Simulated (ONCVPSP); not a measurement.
**Reading a pseudo-wave (Te)**

Columns: radius, all-electron u(r) and pseudo u(r) of the 4p shell (level -114.55 eV) of tellurium in the configuration [Ar] 3d10 4s2 4p6 4d10 5s1.75 5p4.25; LDA (Perdew-Wang 92), scalar-relativistic, ONCV scheme, ONCVPSP 4.0.1.

```json
{"r (bohr)": "0.075", "all-electron": "0.4331", "pseudo": "0.0207"}
{"r (bohr)": "0.150", "all-electron": "-0.2819", "pseudo": "0.0854"}
{"r (bohr)": "0.225", "all-electron": "-0.7052", "pseudo": "0.1989"}
{"r (bohr)": "0.300", "all-electron": "-0.5351", "pseudo": "0.3617"}
{"r (bohr)": "0.375", "all-electron": "-0.0638", "pseudo": "0.5628"}
{"r (bohr)": "0.450", "all-electron": "0.4429", "pseudo": "0.7790"}
{"r (bohr)": "0.525", "all-electron": "0.8480", "pseudo": "0.9794"}
{"r (bohr)": "0.600", "all-electron": "1.1120", "pseudo": "1.1354"}
{"r (bohr)": "0.675", "all-electron": "1.2434", "pseudo": "1.2275"}
{"r (bohr)": "0.750", "all-electron": "1.2719", "pseudo": "1.2516"}
{"r (bohr)": "0.825", "all-electron": "1.2292", "pseudo": "1.2158"}
{"r (bohr)": "0.900", "all-electron": "1.1426", "pseudo": "1.1362"}
{"r (bohr)": "0.975", "all-electron": "1.0328", "pseudo": "1.0305"}
{"r (bohr)": "1.050", "all-electron": "0.9144", "pseudo": "0.9137"}
{"r (bohr)": "1.125", "all-electron": "0.7968", "pseudo": "0.7965"}
{"r (bohr)": "1.200", "all-electron": "0.6858", "pseudo": "0.6856"}
{"r (bohr)": "1.275", "all-electron": "0.5845", "pseudo": "0.5843"}
{"r (bohr)": "1.350", "all-electron": "0.4942", "pseudo": "0.4940"}
{"r (bohr)": "1.425", "all-electron": "0.4152", "pseudo": "0.4151"}
{"r (bohr)": "1.500", "all-electron": "0.3469", "pseudo": "0.3468"}
{"r (bohr)": "1.575", "all-electron": "0.2885", "pseudo": "0.2884"}
{"r (bohr)": "1.650", "all-electron": "0.2391", "pseudo": "0.2391"}
{"r (bohr)": "1.725", "all-electron": "0.1975", "pseudo": "0.1975"}
{"r (bohr)": "1.800", "all-electron": "0.1627", "pseudo": "0.1627"}
{"r (bohr)": "1.875", "all-electron": "0.1337", "pseudo": "0.1337"}
{"r (bohr)": "1.950", "all-electron": "0.1097", "pseudo": "0.1097"}
```

Question: How many radial nodes do the two functions have?

Answer: The all-electron 4p function has n − l − 1 = 2; the pseudo-wave has 0, since the states of the same l below it are removed with the core.

Question: At about which radius was the pseudo-wave matched?

Answer: 1.20 bohr, where the columns begin to agree (steps of 0.07 bohr).

Question: Where does each function peak?

Answer: Outermost all-electron maximum near 0.75 bohr, pseudo maximum near 0.75 bohr (to the table’s step).

Question: Is the pseudo-wave norm-conserving?

Answer: Yes: the ONCV scheme keeps the norm inside the radius equal to the all-electron one, which fixes the energy derivative of the logarithmic derivative at the level.
